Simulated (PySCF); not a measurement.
**Computed properties of Ge(H)2(Me)(vinyl) (C3H8Ge), SMILES [CH](=C)[GeH2][CH3]**

Ge(H)2(Me)(vinyl) (C3H8Ge), SMILES [GeH2]([CH3])[CH]=C. Geometry optimised at PBE0-D3(BJ)/def2-SVP. This is a generated structure with no PubChem entry under its InChIKey; it may be hypothetical. The values are those of a single conformer. All values are computed for the isolated molecule unless a solvent is named; none is compared with measurement here.

**Structure.** The optimised structure has Cs symmetry. All 30 harmonic modes at PBE0-D3(BJ)/def2-SVP (PySCF) are real, so it is a minimum. With heavy atoms numbered as in [GeH2:1]([CH3:2])[CH:3]=[CH2:4], the shortest bond between them is C3–C4 at 1.336 Å and the longest Ge1–C2 at 1.951 Å.

**Vibrations.** The strongest infrared lines (harmonic, unscaled, degenerate partners summed) lie at 2128 cm⁻¹ (151 km/mol, H 98 %), 2135 cm⁻¹ (134 km/mol, H 99 %), 840 cm⁻¹ (124 km/mol, H 83 %, C 14 %). The softest mode is at 93 cm⁻¹ and the zero-point energy is 59.4 kcal/mol.

**Electronic structure.** HF/def2-TZVP (PySCF) places the frontier levels at -10.19 and 3.52 eV, a gap of 13.71 eV, and gives a dipole moment of 0.69 D and a mean polarisability of 64.4 bohr³. PBE/def2-TZVP (PySCF) at the same geometry gives -6.66 and -1.24 eV, so its gap is 8.29 eV narrower. An orbital gap is neither the optical nor the fundamental gap.

**Excitations.** TDDFT-M06-2X/def2-SVPD (PySCF) has S1 at 6.44 eV (192 nm, f = 0.001, dark); the most intense of the 10 singlets computed lies at 7.30 eV (f = 0.40). T1 (TDA) is at 4.68 eV. TDDFT-PBE/def2-SVPD (PySCF) puts S1 at 6.15 eV. No vertical singlet excitation falls in the visible range (under 3.1 eV).

**NMR.** GIAO shifts at PBE0/pcSseg-1 (PySCF) (non-relativistic, atoms alike by connectivity averaged): ¹³C from -8.0 to 145.5 ppm against TMS; ¹H from 0.6 to 6.8 ppm against TMS.
